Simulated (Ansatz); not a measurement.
`[NH2][GaH][SiH2][SiH3]` + HBr → `[NH2][GaH][Br]` + `[SiH3][SiH3]`  (cleavage of the Ga–Si bond)

Isolated molecules relaxed with PBE0-D4/def2-TZVP in Ansatz; ΔE leaves out vibrations. CBS: MP2 limit from def2 TZ/QZ plus the TZ coupled-cluster correction, frozen cores. Functionals use def2-TZVPP. For Br, Ga outer-core shells are correlated without core-valence functions, which leaves a few kJ/mol of doubt a bond. Scalar relativity is left out up to krypton. Each species was taken in one conformer, which may not be the lowest.

| level | ΔE (kJ/mol) |
| --- | --- |
| r2SCAN | -109.2 |
| MP2/def2-QZVPP | -114.9 |

Q: What does CCSD(T)/CBS give? (Best estimate.)

A: Computed: -108.3 kJ/mol. The listed levels differ from it by -0.9, -6.6 kJ/mol.

Largest T1 diagnostic among the species: 0.015.

From PBE to PBE0 (25 % exact exchange), in def2-TZVPP and without D4, ΔE moves by −8.9 kJ/mol. In def2-TZVPP, CCSD(T) changes the Hartree–Fock value by +34.6 kJ/mol (the triples alone add +3.9 kJ/mol) and MP2 by +28.2 kJ/mol. The D4 term adds +5.1 kJ/mol with B3LYP and +3.2 kJ/mol with PBE0; it sums over pairs of atoms, weighted by their polarisabilities, and B3LYP, whose exchange is more repulsive, gets the larger term.

B3LYP here is the variant with VWN-RPA as its local correlation; programs differ in this.
